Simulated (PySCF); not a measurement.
C₈H₁₁N.
Atom-mapped SMILES: `[CH:1]#[C:2][C@@H:3]1[CH:4]=[CH:5][CH2:6][N:7]1[CH2:8][CH3:9]` (hydrogens: H10 on C1; H11 on C3; H12 on C4; H13 on C5; H14, H15 on C6; H16, H17 on C8; H18, H19, H20 on C9)

Theory: TDDFT wB97X-D/def2-SVPD, vertical, gas phase, core orbitals frozen in the response (PySCF). One conformer (not necessarily the lowest) at the PBE0-D3(BJ)/def2-SVP geometry, without solvent, vibrations or thermal averaging.

Kohn–Sham orbitals with the atoms that hold most of them (Löwdin shares over 4%, at most four atoms; ? is withheld):

| orbital | ε (eV) | atoms |
| --- | --- | --- |
| HOMO-3 | -9.84 | C1 32%, C2 31%, C4 8%, C5 7% |
| HOMO-2 | -9.58 | C1 40%, C2 37%, C3 7% |
| HOMO-1 | -9.28 | ? |
| HOMO | -8.01 | ? |
| LUMO | 1.91 | C5 29%, C4 27%, C3 6%, C1 5% |
| LUMO+1 | 2.38 | C5 12%, C6 9%, C4 9%, C1 8% |
| LUMO+2 | 2.82 | C1 28%, C2 19%, H10 10%, C9 6% |

Problem. Which atoms hold the HOMO-1, and with what shares?

Solution. C4 (bonded to 2 C and H) 26%; C5 (bonded to 2 C and H) 26%; C1 (bonded to C and H) 12%; C2 (bonded to 2 C) 11%.

Problem. Give the leading atoms of the HOMO.

Solution. N7 (bonded to 3 C) 51%; C6 (bonded to C, N and 2 H) 9%; C3 (bonded to 2 C, N and H) 7%; C8 (bonded to C, N and 2 H) 7%. By element: nitrogen 51%, carbon 23% or more.

Problem. The HOMO–LUMO gap is 9.93 eV. Where does the response calculation put the lowest singlet, and from which orbitals?

Solution. S1 is at 5.45 eV (f = 0.025), 4.48 eV below the gap, made of HOMO→LUMO (96%). Without the coupling terms of the response equations the lowest excitation would equal the gap.

Problem. One configuration dominates each of S1 and S2. Which, and how do the shares of the two leading atoms of either orbital change from the occupied to the empty one?

Solution. 
- S1 (5.45 eV, f 0.025), HOMO→LUMO (96%): N7 51% → at most 6%, C6 9% → at most 6%, C5 at most 7% → 29%, C4 at most 7% → 27%
- S2 (6.25 eV, f 0.026), HOMO→LUMO+1 (76%): N7 51% → at most 9%, C6 9% → 9%, C5 at most 7% → 12%

Löwdin shares depend on the basis, the more so with diffuse functions.
